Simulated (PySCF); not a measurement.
## Electric field gradients and quadrupole coupling constants

Species: C4H7N3Si.
SMILES with atom numbers: `[CH3:1][c:2]1[n:3][n:4][n:5][cH:6][c:7]1[SiH3:8]` (hydrogens: H9, H10, H11 on C1; H12 on C6; H13, H14, H15 on Si8)

Geometry (GFN2-xTB, Å), atoms numbered from 1 in this order:
```xyz
15
C4H7N3Si angstrom
C     -0.550   -1.862    0.154
C      0.505   -0.820    0.029
N      1.764   -1.249   -0.005
N      2.748   -0.423   -0.113
N      2.568    0.851   -0.191
C      1.340    1.349   -0.161
C      0.207    0.549   -0.050
Si    -1.542    1.259   -0.010
H     -1.223   -1.816   -0.701
H     -0.089   -2.845    0.200
H     -1.139   -1.692    1.054
H      1.272    2.427   -0.230
H     -1.424    2.712   -0.113
H     -2.282    0.703   -1.142
H     -2.160    0.864    1.256
```

Field gradients from the PBE0/pcSseg-1 density (PySCF, non-relativistic), principal values in atomic units, ordered |Vxx| ≤ |Vyy| ≤ |Vzz|:

```
atom     Vxx     Vyy      Vzz
  N3  0.4995  0.7185  -1.2180
  N4  0.5994  0.7996  -1.3990
  N5  0.4983  0.7470  -1.2453
```

Find the asymmetry η = (Vxx − Vyy)/Vzz and the couplings χ = eQV/h (234.96 MHz × Q in barn × V in au), with Q(14N) = 0.02044 b.

| atom | environment | nucleus | η | χzz (MHz) | χxx (MHz) | χyy (MHz) |
| --- | --- | --- | --- | --- | --- | --- |
| N3 | pyridine-type nitrogen | 14N | 0.18 | -5.85 | 2.40 | 3.45 |
| N4 | pyridine-type nitrogen | 14N | 0.14 | -6.72 | 2.88 | 3.84 |
| N5 | pyridine-type nitrogen | 14N | 0.20 | -5.98 | 2.39 | 3.59 |

What is Vzz at N5 in SI units (1 au = 9.71736 × 10²¹ V/m²)?

-1.2453 au = -12.101 × 10²¹ V/m².

And the gradient at the other heavy atoms, for which no coupling is worked out here?

```json
{"atom": "C1", "environment": "benzylic-type carbon", "Vzz (au)": "0.086", "η": "0.85"}
{"atom": "C2", "environment": "substituted aromatic carbon", "Vzz (au)": "0.428", "η": "0.24"}
{"atom": "C6", "environment": "aromatic CH next to a ring nitrogen", "Vzz (au)": "0.415", "η": "0.28"}
{"atom": "C7", "environment": "substituted aromatic carbon", "Vzz (au)": "0.375", "η": "0.07"}
{"atom": "Si8", "environment": "SiH3 silicon", "Vzz (au)": "0.238", "η": "0.03"}
```

Were the hydrogens deuterons (Q(2H) = 0.00286 b), χzz would run from 109 kHz (H14, H15 and H13) to 211 kHz (H12).

Geometry: GFN2-xTB; no solvent, vibrations or thermal averaging. GFN2-xTB bond lengths can be off by several hundredths of an ångström, more for odd bonds, and the gradients follow them. With so small a basis the couplings can be 20 % off.
